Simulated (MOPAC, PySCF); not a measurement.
[Zn(OH)(SH)], neutral singlet in the gas phase. 

Cartesian coordinates (Å):
```xyz
5

Zn     0.0208     0.0182     0.0225
O     -0.2996    -1.7212    -0.2208
H     -0.7614    -2.1117     0.5445
S      0.4658     2.1419     0.1550
H      1.6913     1.9012     0.7053
```
Charge 0, spin multiplicity 1.

All levels are single points at this geometry (PBE-D3(BJ)/def2-SVP); Pople sets use spherical d functions. Orbital energies aren't observables, and empty levels follow the basis.

SVWN5/6-31G* (LANL2DZ on Zn) in PySCF gives HOMO (eV) = -6.26.

Problem. Estimate the HOMO (eV) from each of these levels: B3LYP-D3(BJ)/def2-TZVP in PySCF; PBE-D3(BJ)/def2-TZVP in PySCF; TPSSh-D3(BJ)/def2-TZVP in PySCF; B3LYP/6-311+G** (LANL2DZ on Zn) in PySCF; B3LYP/LANL2DZ in PySCF; BP86/6-31G* (LANL2DZ on Zn) in PySCF; M06-2X/6-31G* (LANL2DZ on Zn) in PySCF; PBE/6-31G* (LANL2DZ on Zn) in PySCF; HF/6-31G* (LANL2DZ on Zn) in PySCF; HF/STO-3G in PySCF; PM3 in MOPAC; PM6 in MOPAC.

Solution. 
```tsv
level	HOMO (eV)
B3LYP-D3(BJ)/def2-TZVP in PySCF	-7.25
PBE-D3(BJ)/def2-TZVP in PySCF	-6.28
TPSSh-D3(BJ)/def2-TZVP in PySCF	-6.83
B3LYP/6-311+G** (LANL2DZ on Zn) in PySCF	-7.27
B3LYP/LANL2DZ in PySCF	-7.27
BP86/6-31G* (LANL2DZ on Zn) in PySCF	-6.23
M06-2X/6-31G* (LANL2DZ on Zn) in PySCF	-8.52
PBE/6-31G* (LANL2DZ on Zn) in PySCF	-6.13
HF/6-31G* (LANL2DZ on Zn) in PySCF	-10.20
HF/STO-3G in PySCF	-3.90
PM3 in MOPAC	-10.18
PM6 in MOPAC	-9.81
```
